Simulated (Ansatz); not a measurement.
`BB(O)Br`, 7 atoms. Charge 0, multiplicity 1. Correlated methods include outer-core shells of Br, which these sets cover unevenly. Scalar relativity is left out up to krypton. All runs use 2 threads of an Arm Neoverse V1 on a shared host. Correlated methods freeze the cores.

Q: How many basis functions does each run have, and how long does it take in Ansatz? RKS ωB97M-V/def2-QZVPP energy; RKS r2SCAN-D4/def2-TZVPP energy and forces; RKS PBE0-D4/def2-QZVPP energy; RHF-CCSD(T)/def2-TZVPP energy; RHF-CCSD(T)/def2-SVP energy; RKS PBE0-D4/def2-TZVP relaxation (8 steps); direct RPA on PBE orbitals/def2-TZVPP energy; RKS PBE-QIDH (frozen core)/def2-TZVPP energy; RHF-MP2/def2-QZVPP energy; RKS ωB97M-V/def2-SVP energy; RKS revPBE-D4/def2-TZVPP energy; RKS PBE0-D4/def2-SVP energy. (Best estimate.)

A: Ansatz gave: Other jobs shared the machine, so times are rough.

| level | job | functions | wall time | peak host memory (GiB) |
| --- | --- | --- | --- | --- |
| RKS PBE0-D4/def2-SVP | energy | 89 | 1.5 s | 0.16 |
| RKS revPBE-D4/def2-TZVPP | energy | 183 | 2.5 s | 0.19 |
| direct RPA on PBE orbitals/def2-TZVPP | energy | 183 | 5.5 s | 0.33 |
| RKS r2SCAN-D4/def2-TZVPP | energy and forces | 183 | 6 s | 0.21 |
| RHF-CCSD(T)/def2-SVP | energy | 89 | 6.5 s | 0.3 |
| RKS ωB97M-V/def2-SVP | energy | 89 | 7 s | 0.24 |
| RKS PBE-QIDH (frozen core)/def2-TZVPP | energy | 183 | 7.5 s | 0.39 |
| RKS PBE0-D4/def2-QZVPP | energy | 350 | 11 s | 0.95 |
| RHF-MP2/def2-QZVPP | energy | 350 | 22 s | 1.4 |
| RKS ωB97M-V/def2-QZVPP | energy | 350 | 24 s | 1.1 |
| RKS PBE0-D4/def2-TZVP | relaxation (8 steps) | 159 | 36 s | 0.34 |
| RHF-CCSD(T)/def2-TZVPP | energy | 183 | 100 s | 1.9 |
